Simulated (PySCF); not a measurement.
Be(F)(SiMe3), SMILES C[Si](C)(C)[Be][F] (C3H9BeFSi) (GFN2-xTB optimised geometry):

```
15

Be    -1.301    -1.859    -1.623
F     -1.871    -2.587    -2.643
Si    -0.393    -0.696     0.000
C     -0.859    -1.294     1.765
C     -0.860     1.166     0.000
C      1.527    -0.696     0.000
H     -0.388    -0.690     2.535
H     -1.932    -1.247     1.926
H     -0.553    -2.323     1.926
H     -1.933     1.303     0.099
H     -0.557     1.649    -0.925
H     -0.387     1.704     0.817
H      1.921    -0.285    -0.925
H      1.921    -1.704     0.099
H      1.933    -0.107     0.817
```

Level of theory: PBE0/def2-TZVP (PySCF).

Problem. What are the frontier orbital energies and the dipole moment?

Solution. HOMO-2 -8.33 eV, HOMO-1 -8.33 eV, HOMO -7.73 eV, LUMO -0.68 eV, LUMO+1 -0.68 eV; dipole moment 1.06 D.

On the same geometry PySCF with PBE/def2-TZVP gives HOMO-2 -7.06 eV, HOMO-1 -7.06 eV, HOMO -6.58 eV, LUMO -1.46 eV, LUMO+1 -1.46 eV; dipole moment 1.05 D.

Meta-Löwdin charges at PBE0/def2-TZVP: Be1 1.16, F2 -0.80, Si3 0.29, C4 -0.59, C5 -0.59, C6 -0.59, H7 0.12, H8 0.12, H9 0.12, H10 0.12, H11 0.12, H12 0.12, H13 0.12, H14 0.12, H15 0.12.
